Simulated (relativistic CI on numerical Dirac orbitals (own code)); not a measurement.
A reference radial Dirac CI calculation of Ag VII gave the lowest total energy -5299.30196 Ha in 22 SCF steps, from this input:

```
atom Ag  Z=47  charge=6  electrons=41
nucleus A=107  rms_radius_fm=4.5454
hamiltonian dirac-coulomb  breit=on  qed=on  c_scale=1
orbitals kli  potential=per-configuration
slater_scale 1
correlation none
mixing on
grid step=0.0125 r_max=28.7
scf mixing=0.4 start=green max_iterations=150 tolerance=2e-08 node_fill=0.05
configurations
  [Kr] 4d5
  [Kr] 4d4 5s
end
```

One setting was then changed (and the iteration limit cut to 55), and the output read:

```
SCF 1: [Kr] 4d5
 iter      energy (Ha)   residual   last orbital (Ha)
    1     -5265.949149   3.27e+00     -7.47746
    2     -5298.630881   1.32e+00     -5.02384
    3     -5304.917424   1.43e-01     -3.78526
    4     -5304.970919   7.52e-02     -3.88256
    5     -5304.980364   1.55e-02     -3.83683
    6     -5304.980455   1.07e-03     -3.81806
    7     -5304.980471   6.37e-04     -3.81792
    8     -5304.980506   8.50e-06     -3.81851
    9     -5304.980506   6.91e-06     -3.81851
   10     -5304.980506   1.43e-07     -3.81849
   11     -5304.980506   1.93e-08     -3.81849
SCF 2: [Kr] 4d4 5s
 iter      energy (Ha)   residual   last orbital (Ha)
    1     -5267.226077   3.22e+00     -4.06485
    2     -5297.786690   1.31e+00     -3.24857
    3     -5303.871624   1.33e-01     -2.78239
    4     -5303.915624   7.25e-02     -2.79470
    5     -5303.925969   1.68e-02     -2.76269
    6     -5303.926136   2.90e-04     -2.75418
    7     -5303.926140   2.33e-04     -2.75368
    8     -5303.926169   3.54e-05     -2.75355
    9     -5303.926168   2.28e-06     -2.75353
   10     -5303.926168   4.02e-07     -2.75352
   11     -5303.926168   5.60e-09     -2.75352
orbital energies (Ha): 3p3/2 -24.2013  3d3/2 -17.3887  3d5/2 -17.1594  4s -7.2824  4p1/2 -6.0325  4p3/2 -5.8303  4d3/2 -3.8485  4d5/2 -3.8185
configuration averages (Ha): Dirac-Coulomb, Breit, QED
  4d5                          -5304.980506    3.570453    2.383972
  4d4 5s                       -5303.926168    3.571546    2.385273
levels: no., configuration, term, J, E (cm-1), weight
   1 4d5                    6S   5/2              0.0  1.00
   2 4d5                    4G   5/2         176865.4  1.00
   3 4d5                    4G   7/2         177112.3  1.00
   4 4d5                    4G   9/2         177336.6  1.00
   5 4d5                    4G   11/2        177467.9  1.00
   6 4d5                    4P   5/2         205622.8  0.87
   7 4d5                    4P   3/2         206015.9  0.89
   8 4d5                    4P   1/2         206702.4  0.96
   9 4d5                    4D   7/2         216487.8  0.99
  10 4d5                    4D   1/2         216551.5  0.95
  11 4d5                    4D   3/2         217320.7  0.89
  12 4d5                    4D   5/2         217686.6  0.87
  13 4d5                    2I   11/2        255017.8  0.99
  14 4d5                    2I   13/2        255502.4  1.00
lowest total energy -5300.390203 Ha
end: converged
```

Task: Which setting was changed?
A. configuration list
B. Slater scale
C. start potential
D. Breit term

Result: B. The Slater scale 5. This setting is bad on purpose; its numbers may not be properties of the ion.
